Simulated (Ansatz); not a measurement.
Cost and result for the atomization energy of CH$_{3}$F$_{2}$NOSi (`O[SiH]1NC1(F)F`) (9 atoms, 9 bonds).

```xyz
9

O    -1.912    0.597    0.732
Si   -0.742   -0.432    0.267
N     0.300   -0.086   -1.021
C     1.061   -0.047    0.158
F     1.619    1.160    0.463
F     2.082   -0.938    0.237
H    -1.722    1.537    0.694
H    -1.307   -1.778    0.445
H     0.621   -0.013   -1.974
```

Charge 0, multiplicity 1. All single points use the PBE0-D4/def2-TZVP geometry. It is one conformer, not always the lowest. Program: Ansatz. All runs use 4 threads of an Arm Neoverse V2 on a shared host. Times are those of one run each, without the atoms' runs, and a repeat can differ threefold. Electronic energies, without spin–orbit coupling; frozen cores. CCSD(T)/CBS adds CCSD(T) − MP2 in def2-TZVPP to the MP2 limit, and its time is that of the two runs behind it. T1 = 0.013. HSE06 is the plane-wave form, built on full-range PBE exchange.

CCSD(T)/CBS is a level of theory with its own doubt, some kJ/mol a heavy atom from the limit and from the frozen cores, so smaller differences don't rank the functionals.

```csv
level,functions,wall time
revPBE-D4/def2-TZVPP,239,1.7 s
BLYP-D4/def2-TZVPP,239,1.9 s
PBE-D4/def2-TZVPP (with forces),239,2.1 s
BHLYP-D4/def2-TZVPP,239,2.6 s
HSE06-D4/def2-TZVPP,239,2.7 s
r2SCAN-D4/def2-TZVPP (with forces),239,3.9 s
r2SCANh-D4/def2-TZVPP,239,4.4 s
B2PLYP/def2-TZVPP,239,4.5 s
CCSD(T)/def2-SVP,103,5.5 s
B97M-V/def2-TZVPP,239,7 s
MP2/def2-QZVPP,445,16 s
CCSD(T)/def2-TZVPP,239,2.6 min
CCSD(T)/CBS(def2),–,2.8 min
```

Question: What atomization energy does each give, and how far from CCSD(T)/CBS? (An estimate is asked.)

Answer: The calculation gave: 
| level | atomization (kcal/mol) | difference from CCSD(T)/CBS | per bond |
| --- | --- | --- | --- |
| revPBE-D4/def2-TZVPP | 818.1 | 0.5 | 0.1 |
| BLYP-D4/def2-TZVPP | 823.4 | 5.8 | 0.7 |
| PBE-D4/def2-TZVPP (with forces) | 849.1 | 31.5 | 3.5 |
| BHLYP-D4/def2-TZVPP | 772.1 | -45.5 | -5.1 |
| HSE06-D4/def2-TZVPP | 818.7 | 1.1 | 0.1 |
| r2SCAN-D4/def2-TZVPP (with forces) | 820.5 | 2.9 | 0.3 |
| r2SCANh-D4/def2-TZVPP | 810.0 | -7.6 | -0.8 |
| B2PLYP/def2-TZVPP | 806.8 | -10.8 | -1.2 |
| CCSD(T)/def2-SVP | 749.0 | -68.6 | -7.6 |
| B97M-V/def2-TZVPP | 817.8 | 0.2 | 0.0 |
| MP2/def2-QZVPP | 837.4 | 19.8 | 2.2 |
| CCSD(T)/def2-TZVPP | 787.6 | -30.0 | -3.3 |
| CCSD(T)/CBS(def2) | 817.6 | 0.0 | 0.0 |

In def2-TZVPP, CCSD(T) changes the Hartree–Fock value by +255.5 kcal/mol (the triples alone add +18.1 kcal/mol) and MP2 by +287.3 kcal/mol; breaking electron pairs costs correlation energy, which Hartree–Fock lacks. Leaving LDA and LC-ωPBE aside and taking each functional with its dispersion term where it has one, the values spread over 77.0 kcal/mol, from BHLYP-D4 to PBE-D4. LDA lies +136.6 kcal/mol from PBE without D4, its usual overbinding. From BLYP to BHLYP (50 % exact exchange), in def2-TZVPP and without D4, the atomization energy moves by −46.8 kcal/mol: exact exchange takes away binding that semilocal exchange gives to molecules.
